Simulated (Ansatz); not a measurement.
Compare A (`OC1(F)C=N[SiH2]1`) with its isomer B (`N[Si]1(F)C=CO1`).

Calculated with Ansatz (gas phase, PBE0-D4/def2-TZVP geometries, no zero-point term in ΔE). CCSD(T)/CBS adds triple-zeta CCSD(T) − MP2 to the extrapolated MP2 energy (def2 sets, frozen cores). DFT in def2-TZVPP. B3LYP here is the variant with VWN-RPA as its local correlation; programs differ in this. Each species was taken in one conformer, which may not be the lowest.

A:

```xyz
10

O    -0.071    0.466    1.719
C     0.011   -0.311    0.596
F     0.080   -1.647    0.953
C     1.120    0.040   -0.396
N     0.631    0.443   -1.506
Si   -1.047    0.184   -0.933
H     0.733    0.358    2.243
H     2.196   -0.032   -0.189
H    -1.768   -0.906   -1.633
H    -1.886    1.404   -0.854
```

B:

Z-matrix (Å, degrees):
```
Si
F 1 1.587
C 1 1.820 2 121.1
O 1 1.713 2 108.6 3 88.1
N 1 1.680 2 105.1 3 -143.5
C 1 2.130 2 123.3 3 46.1
H 3 1.076 1 147.8 2 -75.6
H 5 1.005 1 122.5 2 174.8
H 5 1.006 1 122.2 2 -22.9
H 6 1.087 1 169.5 2 84.1
```

(1) Which isomer does CCSD(T)/CBS put lower? Give the gap. (An estimate is asked.)

(2) Give E(B) − E(A) in kJ/mol with r2SCAN-D4, B3LYP-D4, PBE-D4, CCSD(T)/def2-TZVPP, B2PLYP, MP2/def2-TZVPP, CCSD/def2-TZVPP. (Best estimate.)

Largest T1 diagnostic: 0.013.

## Answers

(1) Computed: B, by 420.4 kJ/mol.

(2) Ansatz gave: r2SCAN-D4 -416.9, B3LYP-D4 -405.3, PBE-D4 -385.8, CCSD(T)/def2-TZVPP -411.4, B2PLYP -416.3, MP2/def2-TZVPP -431.8, CCSD/def2-TZVPP -415.4. None reverses the order clearly.

From PBE to PBE0 (25 % exact exchange), in def2-TZVPP and without D4, E(B) − E(A) moves by −16.1 kJ/mol.
